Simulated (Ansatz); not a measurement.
Two isomers of CH8O2Si2: A = `C[SiH2][SiH](O)O`, B = `CO[SiH2][SiH2]O`.

Calculated with Ansatz (gas phase, PBE0-D4/def2-TZVP geometries, no zero-point term in ΔE). CCSD(T)/CBS is the MP2 limit (def2-TZVPP, def2-QZVPP) plus CCSD(T) − MP2 in def2-TZVPP, frozen cores. Functionals use def2-TZVPP. B3LYP here is the variant with VWN-RPA as its local correlation; programs differ in this. One conformer a species, not always the lowest.

A:

Z-matrix (Å, degrees):
```
C
Si 1 1.877
H 1 1.092 2 110.9
H 1 1.092 2 110.2 3 119.6
H 1 1.092 2 111.0 3 -120.3
Si 2 2.337 1 111.1 3 -61.2
H 2 1.490 1 110.4 3 178.0
H 2 1.492 1 110.4 3 59.2
O 6 1.650 2 108.7 1 -170.5
O 6 1.649 2 105.1 1 -49.2
H 6 1.498 2 114.7 1 69.8
H 9 0.958 6 117.8 2 -147.4
H 10 0.958 6 118.6 2 170.9
```

B:

Z-matrix (Å, degrees):
```
C
O 1 1.409
H 1 1.096 2 111.4
H 1 1.091 2 108.3 3 119.3
H 1 1.096 2 111.4 3 -121.3
Si 2 1.648 1 122.6 3 62.6
Si 6 2.349 2 106.9 1 178.6
H 6 1.495 2 110.4 1 56.1
H 6 1.498 2 110.5 1 -60.8
O 7 1.656 6 111.0 2 172.2
H 7 1.484 6 111.3 2 -70.7
H 7 1.492 6 109.0 2 49.2
H 10 0.958 7 117.4 6 -62.3
```

Question: Which is lower in electronic energy at CCSD(T)/CBS, and by how much? (Best estimate.)

Answer: Ansatz gave: A, by 29.6 kcal/mol.

Question: Give E(B) − E(A) in kcal/mol with MP2/def2-TZVPP, PBE0-D4, CCSD/def2-TZVPP, B3LYP, PBE-D4, CCSD(T)/def2-TZVPP, ωB97M-V. (Best estimate.)

Answer: Computed: MP2/def2-TZVPP 30.5, PBE0-D4 29.4, CCSD/def2-TZVPP 28.5, B3LYP 26.9, PBE-D4 29.0, CCSD(T)/def2-TZVPP 28.9, ωB97M-V 29.4. None reverses the order clearly.

Largest T1 diagnostic: 0.012.

In def2-TZVPP, CCSD(T) changes the Hartree–Fock value by +4.2 kcal/mol (the triples alone add +0.4 kcal/mol) and MP2 by +5.8 kcal/mol.
